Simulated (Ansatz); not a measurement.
Input file for Ansatz (a quantum-chemistry and plane-wave program): R-B3LYP-D3(BJ)/def2-TZVP on C6H6 (SMILES C#CCC=C=C).

Ansatz 0.2 input:
```yaml
crystal:
  periodic: [false, false, false]
  atoms:
    - {symbol: C, position_ang: [2.65400000, 0.55230000, 0.30300000]}
    - {symbol: C, position_ang: [1.50740000, 0.14460000, -0.14670000]}
    - {symbol: C, position_ang: [0.35660000, -0.26120000, -0.59960000]}
    - {symbol: C, position_ang: [-0.75570000, -0.80710000, 0.24230000]}
    - {symbol: C, position_ang: [-1.97760000, -0.01740000, 0.03420000]}
    - {symbol: C, position_ang: [-2.97920000, 0.62460000, -0.13160000]}
    - {symbol: H, position_ang: [2.75390000, 1.53500000, 0.74960000]}
    - {symbol: H, position_ang: [3.53200000, -0.07950000, 0.23480000]}
    - {symbol: H, position_ang: [0.19230000, -0.23820000, -1.67360000]}
    - {symbol: H, position_ang: [-0.48310000, -0.79910000, 1.30400000]}
    - {symbol: H, position_ang: [-0.93460000, -1.85120000, -0.03800000]}
    - {symbol: H, position_ang: [-3.86590000, 1.19720000, -0.27850000]}
basis:
  gaussian:
    orbitals: def2-TZVP
hamiltonian:
  xc: b3lyp
  dispersion: d3bj
relax: {f_tol: 0.004, max_steps: 120}
scf: {lower_state_search: off}
```

The log:

```
WARN ansatz: RAYON_NUM_THREADS=4 ignored (pool sized by the plan → 4); use --threads N
Functional definition: B3LYP
these checks for a lower state are left out or cut short: stability, starts, cluster_reference, orbital_swaps, neighbouring_geometries, increment
integrals: 0.13 GiB planned
1344 factors; their error is unknown
mean field: 1.30 GiB planned
mean field evaluation 1: about -6307.2301 eV, gradient 6.8e1 eV
mean field evaluation 2: about -6305.4941 eV, gradient 7.1e1 eV
mean field evaluation 4: about -6318.4385 eV, gradient 8.5e0 eV
mean field evaluation 8: about -6318.5896 eV, gradient 5.9e-1 eV
mean field evaluation 16: about -6318.5901 eV, gradient 8.3e-3 eV
mean field -6318.59006262 eV, -232.2039019072 hartree, gradient 3.3e-6 eV, S^2 0.000000; 0 other end points of the search recorded, 0 dependent functions left out
the calculation of the forces begins
reference -6318.59035959 eV, -232.2039128207 hartree; 21, 21 occupied and 201, 201 virtual orbitals, 1344 factors
relax step   1: F+E_penalty+E_count = -6319.00042097 eV  Δ(F+E_penalty+E_count) = +0.000e0 eV  max|allowed force component| = 6.331e-1 eV/Å  Δτ_max = 0.0000 Å  (20 SCF iters, accepted)
these checks for a lower state are left out or cut short: stability, starts, cluster_reference, orbital_swaps, neighbouring_geometries, increment
integrals: 0.13 GiB planned
1344 factors; their error is unknown
mean field: 1.30 GiB planned
mean field -6318.62155283 eV, -232.2050591511 hartree, gradient 1.8e-6 eV, S^2 0.000000; 0 other end points of the search recorded, 0 dependent functions left out
the calculation of the forces begins
reference -6318.62185271 eV, -232.2050701712 hartree; 21, 21 occupied and 201, 201 virtual orbitals, 1344 factors
relax step   2: F+E_penalty+E_count = -6319.03164753 eV  Δ(F+E_penalty+E_count) = -3.123e-2 eV  max|allowed force component| = 5.973e-1 eV/Å  Δτ_max = 0.1958 Å  (21 SCF iters, accepted)
these checks for a lower state are left out or cut short: stability, starts, cluster_reference, orbital_swaps, neighbouring_geometries, increment
integrals: 0.13 GiB planned
1344 factors; their error is unknown
mean field: 1.29 GiB planned
mean field evaluation 32: about -6318.6433 eV, gradient 3.4e0 eV
mean field -6318.65446878 eV, -232.2062687898 hartree, gradient 2.3e-6 eV, S^2 0.000000; 0 other end points of the search recorded, 0 dependent functions left out
the calculation of the forces begins
reference -6318.65476688 eV, -232.2062797447 hartree; 21, 21 occupied and 201, 201 virtual orbitals, 1344 factors
relax step   3: F+E_penalty+E_count = -6319.06429055 eV  Δ(F+E_penalty+E_count) = -3.264e-2 eV  max|allowed force component| = 3.298e-1 eV/Å  Δτ_max = 0.0639 Å  (21 SCF iters, accepted)
these checks for a lower state are left out or cut short: stability, starts, cluster_reference, orbital_swaps, neighbouring_geometries, increment
integrals: 0.13 GiB planned
1344 factors; their error is unknown
mean field: 1.29 GiB planned
mean field -6318.65679070 eV, -232.2063541187 hartree, gradient 2.2e-6 eV, S^2 0.000000; 0 other end points of the search recorded, 0 dependent functions left out
the calculation of the forces begins
reference -6318.65708953 eV, -232.2063651007 hartree; 21, 21 occupied and 201, 201 virtual orbitals, 1344 factors
relax step   4: F+E_penalty+E_count = -6319.06635740 eV  Δ(F+E_penalty+E_count) = -2.067e-3 eV  max|allowed force component| = 3.683e-1 eV/Å  Δτ_max = 0.0212 Å  (22 SCF iters, accepted)
these checks for a lower state are left out or cut short: stability, starts, cluster_reference, orbital_swaps, neighbouring_geometries, increment
integrals: 0.13 GiB planned
1344 factors; their error is unknown
mean field: 1.30 GiB planned
mean field -6318.66091106 eV, -232.2065055393 hartree, gradient 2.4e-6 eV, S^2 0.000000; 0 other end points of the search recorded, 0 dependent functions left out
the calculation of the forces begins
reference -6318.66120953 eV, -232.2065165080 hartree; 21, 21 occupied and 201, 201 virtual orbitals, 1344 factors
relax step   5: F+E_penalty+E_count = -6319.07023372 eV  Δ(F+E_penalty+E_count) = -3.876e-3 eV  max|allowed force component| = 1.519e-1 eV/Å  Δτ_max = 0.0283 Å  (22 SCF iters, accepted)
these checks for a lower state are left out or cut short: stability, starts, cluster_reference, orbital_swaps, neighbouring_geometries, increment
integrals: 0.13 GiB planned
1344 factors; their error is unknown
mean field: 1.30 GiB planned
mean field -6318.65797404 eV
[...]
9 hartree, gradient 2.2e-6 eV, S^2 0.000000; 0 other end points of the search recorded, 0 dependent functions left out
the calculation of the forces begins
reference -6318.66402819 eV, -232.2066200915 hartree; 21, 21 occupied and 201, 201 virtual orbitals, 1344 factors
relax step  10: F+E_penalty+E_count = -6319.07326271 eV  Δ(F+E_penalty+E_count) = -1.321e-4 eV  max|allowed force component| = 1.313e-2 eV/Å  Δτ_max = 0.0056 Å  (22 SCF iters, accepted)
these checks for a lower state are left out or cut short: stability, starts, cluster_reference, orbital_swaps, neighbouring_geometries, increment
integrals: 0.13 GiB planned
1344 factors; their error is unknown
mean field: 1.29 GiB planned
mean field -6318.66377285 eV, -232.2066107080 hartree, gradient 2.2e-6 eV, S^2 0.000000; 0 other end points of the search recorded, 0 dependent functions left out
the calculation of the forces begins
reference -6318.66407130 eV, -232.2066216760 hartree; 21, 21 occupied and 201, 201 virtual orbitals, 1344 factors
relax step  11: F+E_penalty+E_count = -6319.07328524 eV  Δ(F+E_penalty+E_count) = -2.253e-5 eV  max|allowed force component| = 5.377e-3 eV/Å  Δτ_max = 0.0052 Å  (22 SCF iters, accepted)
these checks for a lower state are left out or cut short: stability, starts, cluster_reference, orbital_swaps, neighbouring_geometries, increment
integrals: 0.13 GiB planned
1344 factors; their error is unknown
mean field: 1.29 GiB planned
mean field evaluation 96: about -6318.6775 eV, gradient 4.7e-4 eV
mean field -6318.66381640 eV, -232.2066123084 hartree, gradient 2.2e-6 eV, S^2 0.000000; 0 other end points of the search recorded, 0 dependent functions left out
the calculation of the forces begins
reference -6318.66411484 eV, -232.2066232759 hartree; 21, 21 occupied and 201, 201 virtual orbitals, 1344 factors
relax step  12: F+E_penalty+E_count = -6319.07329281 eV  Δ(F+E_penalty+E_count) = -7.570e-6 eV  max|allowed force component| = 5.343e-3 eV/Å  Δτ_max = 0.0031 Å  (22 SCF iters, accepted)
these checks for a lower state are left out or cut short: stability, starts, cluster_reference, orbital_swaps, neighbouring_geometries, increment
integrals: 0.13 GiB planned
1344 factors; their error is unknown
mean field: 1.29 GiB planned
mean field -6318.66385175 eV, -232.2066136075 hartree, gradient 2.2e-6 eV, S^2 0.000000; 0 other end points of the search recorded, 0 dependent functions left out
the calculation of the forces begins
reference -6318.66415018 eV, -232.2066245748 hartree; 21, 21 occupied and 201, 201 virtual orbitals, 1344 factors
relax step  13: F+E_penalty+E_count = -6319.07329749 eV  Δ(F+E_penalty+E_count) = -4.680e-6 eV  max|allowed force component| = 6.373e-3 eV/Å  Δτ_max = 0.0035 Å  (22 SCF iters, accepted)
these checks for a lower state are left out or cut short: stability, starts, cluster_reference, orbital_swaps, neighbouring_geometries, increment
integrals: 0.13 GiB planned
1344 factors; their error is unknown
mean field: 1.29 GiB planned
mean field -6318.66386890 eV, -232.2066142378 hartree, gradient 2.2e-6 eV, S^2 0.000000; 0 other end points of the search recorded, 0 dependent functions left out
the calculation of the forces begins
reference -6318.66416731 eV, -232.2066252042 hartree; 21, 21 occupied and 201, 201 virtual orbitals, 1344 factors
relax step  14: F+E_penalty+E_count = -6319.07330102 eV  Δ(F+E_penalty+E_count) = -3.525e-6 eV  max|allowed force component| = 5.505e-3 eV/Å  Δτ_max = 0.0030 Å  (22 SCF iters, accepted)
these checks for a lower state are left out or cut short: stability, starts, cluster_reference, orbital_swaps, neighbouring_geometries, increment
integrals: 0.13 GiB planned
1344 factors; their error is unknown
mean field: 1.29 GiB planned
mean field -6318.66388898 eV, -232.2066149759 hartree, gradient 2.2e-6 eV, S^2 0.000000; 0 other end points of the search recorded, 0 dependent functions left out
the calculation of the forces begins
reference -6318.66418738 eV, -232.2066259418 hartree; 21, 21 occupied and 201, 201 virtual orbitals, 1344 factors
relax step  15: F+E_penalty+E_count = -6319.07330417 eV  Δ(F+E_penalty+E_count) = -3.152e-6 eV  max|allowed force component| = 5.414e-3 eV/Å  Δτ_max = 0.0039 Å  (23 SCF iters, accepted)
these checks for a lower state are left out or cut short: stability, starts, cluster_reference, orbital_swaps, neighbouring_geometries, increment
integrals: 0.13 GiB planned
1344 factors; their error is unknown
mean field: 1.29 GiB planned
mean field evaluation 128: about -6318.6639 eV, gradient 1.8e-6 eV
mean field -6318.66386855 eV, -232.2066142249 hartree, gradient 2.2e-6 eV, S^2 0.000000; 0 other end points of the search recorded, 0 dependent functions left out
the calculation of the forces begins
reference -6318.66416690 eV, -232.2066251891 hartree; 21, 21 occupied and 201, 201 virtual orbitals, 1344 factors
relax step  16: F+E_penalty+E_count = -6319.07328369 eV  Δ(F+E_penalty+E_count) = +2.048e-5 eV  max|allowed force component| = 1.323e-2 eV/Å  Δτ_max = 0.0038 Å  (23 SCF iters, rejected (line search))
these checks for a lower state are left out or cut short: stability, starts, cluster_reference, orbital_swaps, neighbouring_geometries, increment
integrals: 0.13 GiB planned
1344 factors; their error is unknown
mean field: 1.29 GiB planned
mean field -6318.66387199 eV, -232.2066143516 hartree, gradient 2.2e-6 eV, S^2 0.000000; 0 other end points of the search recorded, 0 dependent functions left out
the calculation of the forces begins
reference -6318.66417036 eV, -232.2066253162 hartree; 21, 21 occupied and 201, 201 virtual orbitals, 1344 factors
relax step  17: F+E_penalty+E_count = -6319.07330379 eV  Δ(F+E_penalty+E_count) = +3.793e-7 eV  max|allowed force component| = 3.202e-3 eV/Å  Δτ_max = 0.0019 Å  (23 SCF iters, rejected (line search))
these checks for a lower state are left out or cut short: stability, starts, cluster_reference, orbital_swaps, neighbouring_geometries, increment
integrals: 0.13 GiB planned
1344 factors; their error is unknown
mean field: 1.29 GiB planned
mean field -6318.66387574 eV, -232.2066144892 hartree, gradient 2.2e-6 eV, S^2 0.000000; 0 other end points of the search recorded, 0 dependent functions left out
the calculation of the forces begins
reference -6318.66417412 eV, -232.2066254546 hartree; 21, 21 occupied and 201, 201 virtual orbitals, 1344 factors
relax step  18: F+E_penalty+E_count = -6319.07330674 eV  Δ(F+E_penalty+E_count) = -2.570e-6 eV  max|allowed force component| = 1.201e-3 eV/Å  Δτ_max = 0.0009 Å  (22 SCF iters, accepted)
Total energy: -6319.07360512 eV, -232.2216717663 hartree
Atom 0 at     2.659697     0.535918     0.317677 Å, force    -0.000227    -0.000618     0.000716 eV/Å
Atom 1 at     1.517591     0.146502    -0.168040 Å, force     0.000345     0.001020    -0.000228 eV/Å
Atom 2 at     0.371039    -0.242180    -0.641740 Å, force     0.000272     0.000246     0.000824 eV/Å
Atom 3 at    -0.754489    -0.784353     0.217578 Å, force    -0.000170    -0.000014     0.000121 eV/Å
Atom 4 at    -1.993285    -0.031822     0.050623 Å, force     0.001040    -0.000348     0.000371 eV/Å
Atom 5 at    -3.003380     0.596348    -0.104480 Å, force    -0.001201    -0.000517     0.000111 eV/Å
Atom 6 at     2.820744     1.563694     0.623584 Å, force     0.000306     0.000015    -0.000184 eV/Å
Atom 7 at     3.490748    -0.151517     0.429661 Å, force    -0.000114     0.000138    -0.000455 eV/Å
Atom 8 at     0.181079    -0.180644    -1.708824 Å, force    -0.000190    -0.000288    -0.000335 eV/Å
Atom 9 at    -0.451759    -0.772174     1.266382 Å, force     0.000084     0.000038    -0.000462 eV/Å
Atom 10 at    -0.938741    -1.831338    -0.046712 Å, force    -0.000369    -0.000265    -0.000079 eV/Å
Atom 11 at    -3.899146     1.151566    -0.235810 Å, force     0.000225     0.000593    -0.000401 eV/Å
Dipole moment:     0.095174    -0.072226     0.023021 e Å
Checks for a lower state left out: stability, starts, cluster_reference, orbital_swaps, neighbouring_geometries, increment
```

The run converged.

Cost: very roughly 2.3 core-minutes.
